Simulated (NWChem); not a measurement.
C$_{2}$H$_{2}$F, doublet; SMILES C=[C]F

Computed with NWChem. Pople sets run with spherical d functions. Spin-unrestricted. In the optimisation the excess spin sits in a' (Cs, its own frame). Geometry: optimised at PBE0/def2-SVP, spin-unrestricted. No stability test was run on the SCF state. Level: PBE0/6-31G* with SMD (1 M gas to 1 M solution), gas-phase geometry. Reactions with the solvent are ignored.

Question: Predict the results for solvent toluene. Quantities: solvation free energy (kcal/mol); cavity-dispersion-structure term (kcal/mol); dipole in solution (D).

Answer: 
- solvation free energy (kcal/mol) = 0.2
- cavity-dispersion-structure term (kcal/mol) = 1.1
- dipole in solution (D) = 0.93
